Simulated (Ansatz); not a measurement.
Harmonic frequencies (cm⁻¹) at PBE0-D4/def2-TZVP from Ansatz: 89, 93, 138, 155, 170, 174, 218, 233, 246, 248, 307, 424, 633, 700, 724, 736, 739, 2093, 3452, 4021, 4024.

Each molecule was computed in one conformer, which needn't be the lowest.

Task: Which molecule is it?
A. `C#[C][Hf]([OH])([OH])[F]`
B. `[F][Hf]([SH])([SH])[SH]`
C. `O=C=[N][Hf]([F])([F])[F]`
D. `[SH][Hf]([SH])([Cl])[Cl]`

Result: A.
